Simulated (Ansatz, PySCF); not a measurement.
Process, species as SMILES: C=O (CH2O) [formaldehyde] → C=O (CH2O) as triplet, charge 0
Geometries: B3LYP-D3(BJ)/def2-TZVP minima from Ansatz (an electronic-structure program). A spin state is the lowest found, not a proven ground state.

Property: adiabatic triplet-singlet gap (electronic energy difference), in eV. Correlated levels leave the core frozen unless marked. Open shells are spin-unrestricted. No spin-orbit coupling. Non-relativistic. CBS(X,Y): correlation extrapolated as X^-3; Hartree-Fock from the larger set.

```tsv
level	program	adiabatic triplet-singlet gap (eV)
BP86-D3(BJ)/def2-TZVPD	PySCF + dftd3	___
HSE06/def2-TZVPD	Ansatz	2.86
SCS-MP2/STO-3G	Ansatz	2.58
SCS-MP2/def2-QZVPP	Ansatz	3.61
CCSD/STO-3G	Ansatz	2.56
CCSD/cc-pVTZ	Ansatz	3.08
CCSD(T)/CBS(def2-TZVPPD,def2-QZVPPD)	Ansatz	___
```

Task: Some entries are withheld; supply them.

Result: 
- BP86-D3(BJ)/def2-TZVPD, adiabatic triplet-singlet gap (eV): 2.94
- CCSD(T)/CBS(def2-TZVPPD,def2-QZVPPD), adiabatic triplet-singlet gap (eV): 3.23
